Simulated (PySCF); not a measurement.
Molecule: sum formula GaO2H2 (charge -1, singlet). 
Geometry from a B3LYP-D3(BJ)/def2-TZVP (Ansatz) optimisation:
```xyz
5

Ga     0.3323     0.0996     0.3660
O      0.5445     0.0356    -1.5620
H     -0.2912    -0.1860    -1.9913
O     -1.5564    -0.3389     0.4475
H     -1.9149    -0.4754    -0.4382
```
Charge -1, spin multiplicity 1.

Dispersion corrections to the total energy (kcal/mol) from the dftd3 and dftd4 libraries through PySCF: D3(BJ) without and D4 with the three-body term, each with the damping fitted for the functional named.

```csv
functional,D3(BJ),D4
BHLYP,-2.26,-2.47
HSE06,-0.98,-1.46
PW6B95,-0.81,…
PBE0,-1.26,-1.57
r2SCAN,…,-0.41
TPSS,-1.84,-2.54
LC-wPBE,-1.41,…
```

Q: Complete the blanks.

A: 
- PW6B95, D4: -1.75
- r2SCAN, D3(BJ): -0.36
- LC-wPBE, D4: -2.12
